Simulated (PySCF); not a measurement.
Choosing a molecule for a target property.

All species are isolated and taken at one optimised geometry, non-relativistic unless stated. Electronic properties by PySCF.

Dipoles, sizes and rotational constants follow the conformer. The torsions of the flexible species, by atom-mapped SMILES:
- `[OH:1][Si:2]1[NH:3][SiH2:4][NH:5]1`: H–O1–Si2–N3 -47°
- `[H]/[C:1]=[CH:2]/[C:3](=[CH2:4])[CH2:5][NH:6][CH3:7]`: C1–C2–C3–C4 174°, C2–C3–C5–N6 31°, C3–C5–N6–C7 -165°
- `[NH2+:1][CH2:2][CH2:3][CH2:4][F:5]`: N1–C2–C3–C4 173°, C2–C3–C4–F5 32°, H–N1–C2–C3 -6°, H–N1–C2–C3 172°
- `[CH2:1][CH2:2][CH2:3][SH:4]`: C1–C2–C3–S4 176°, H–S4–C3–C2 62°
- `[CH:1]#[C:2][SiH:3][NH:4][SiH2:5][NH2:6]`: C2–Si3–N4–Si5 -162°, Si3–N4–Si5–N6 -160°, H–N6–Si5–N4 52°, H–N6–Si5–N4 -173°
- `[CH3:1][CH:2][N:3]=[C:4]1[CH2:5][CH2:6][CH2:7]1`: C1–C2–N3–C4 167°
- `[CH3:1][C:2]#[C:3][C@H:4]([CH3:5])[CH:6][NH2:7]`: C3–C4–C6–N7 -88°, H–N7–C6–C4 -40°, H–N7–C6–C4 -172°

Question: Wanted: isotropic g value between 2.0023 and 2.0027 (unrestricted B3LYP/pcH-1, mean-field spin–orbit) and smallest rotational constant below 1 GHz (GFN2-xTB), at GFN2-xTB geometries. Which candidate meets both?
A. `O[Si]1N[SiH2]N1` [radical]
B. `[CH2]CCS` [radical]
C. `C[CH]N=C1CCC1` [radical]
D. `[H]/[C]=C/C(=C)CNC` [radical]
E. `C#C[SiH]N[SiH2]N` [radical]
F. `CC#C[C@H](C)[CH]N` [radical]
G. `[NH2+]CCCF` [radical]

Answer: E. Computed values:
```
                     species  isotropic g value  smallest rotational constant
   O[Si]1N[SiH2]N1 [radical]            2.00132                     2.102 GHz
[H]/[C]=C/C(=C)CNC [radical]            2.00216                     1.455 GHz
     C[CH]N=C1CCC1 [radical]            2.00238                     1.201 GHz
  C#C[SiH]N[SiH2]N [radical]            2.00249                     0.829 GHz
 CC#C[C@H](C)[CH]N [radical]            2.00264                     1.134 GHz
          [CH2]CCS [radical]            2.00283                     2.402 GHz
        [NH2+]CCCF [radical]            2.00360                     2.279 GHz
```
